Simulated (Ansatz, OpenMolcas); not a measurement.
# Heat of formation of HBr (hydrogen bromide) from total energies

HBr: 2 atoms, total charge 0, spin state singlet. SMILES: `Br`. Geometry: relaxed at PBE0-D4/def2-TZVP.

```xyz
2

Br   -0.6032    0.2180   -0.3050
H     0.6032   -0.2180    0.3050
```

Total energies at HF/3-21G (OpenMolcas 26.06); the atoms run unrestricted:

```tsv
species	state	energy (Eh)
HBr	singlet	-2560.615436
Br	doublet	-2560.035232
H	doublet	-0.496199
```

Harmonic wavenumbers at PBE0-D4/def2-TZVP, in cm⁻¹: 2668.

Measured heats of formation of the gaseous atoms at 298.15 K, in kJ/mol: Br 111.9, H 218.0. Spin-orbit lowering of the atoms at 298 K (mean of the ground term's levels less their thermal mean, from spectra), in kJ/mol: Br 14.69. Take 1 Eh = 2625.50 kJ/mol, 1 cm⁻¹ = 0.0119627 kJ/mol, RT = 2.479 kJ/mol.

What heat of formation follows?


1. Electronic atomisation energy: (-2560.035232) + (-0.496199) − (-2560.615436) = 0.084005 Eh = 220.6 kJ/mol.
2. Zero-point energy: half the sum of the wavenumbers, 1334 cm⁻¹ = 16.0 kJ/mol.
3. Thermal vibrational enthalpy, Σ hcν̃/(exp(hcν̃/kT) − 1): 0.0 kJ/mol. Translation, rotation and pV of a linear molecule: 3.5 RT = 8.7 kJ/mol.
4. The 2 free atoms carry 5/2 RT each: 12.4 kJ/mol.
5. Spin-orbit coupling lowers the free atoms by 14.69 = 14.7 kJ/mol.
6. Atomisation enthalpy at 298 K: 220.6 − 14.7 − 16.0 − 0.0 − 8.7 + 12.4 = 193.6 kJ/mol.
7. Sum of the atoms' heats of formation: 329.9 kJ/mol. Heat of formation: 329.9 − 193.6 = +136.3 kJ/mol.

The tabulated value is -35.9 kJ/mol (Active Thermochemical Tables), so this level is off by +172.1 kJ/mol, or 47.1 % of the atomisation enthalpy. Hartree–Fock leaves out correlation, which is larger in the molecule than in the atoms, so it underbinds and puts the heat of formation too high. Relativity is left out. A basis without polarisation functions underbinds badly. Anharmonicity and any spin-orbit splitting of the molecule are left out.
